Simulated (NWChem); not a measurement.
CH4OSi, singlet; SMILES [SiH]OC

```xyz
7

Si     0.0045     1.2375     0.0000
H     -1.5233     0.9278     0.0000
O      0.5242    -0.3401     0.0000
C     -0.1814    -1.5511     0.0000
H      0.0916    -2.1398    -0.8908
H      0.0916    -2.1398     0.8908
H     -1.2741    -1.3855     0.0000
```
Atoms are numbered in this order, from 1.

All runs: NWChem. Low-valent species are run as closed-shell singlets; no triplet was tried in these runs. All runs use the structure optimised with PBE0/def2-SVP. GIAO values for the isolated, static molecule; σ is the absolute isotropic shielding, δ = σ(reference) − σ with the isolated reference molecule computed at the same levels (13C: tetramethylsilane, 1H: tetramethylsilane, 17O: water, 29Si: tetramethylsilane).

Task: Predict the results for B3LYP/IGLO-III. Quantities: δ Si1 (ppm); δ H2 (ppm); δ O3 (ppm); δ C4 (ppm); δ H5 (rotor mean) (ppm).

Result: 
- δ Si1 (ppm): 354.8
- δ H2 (ppm): 8.55
- δ O3 (ppm): 263.6
- δ C4 (ppm): 71.5
- δ H5 (rotor mean) (ppm): 4.56
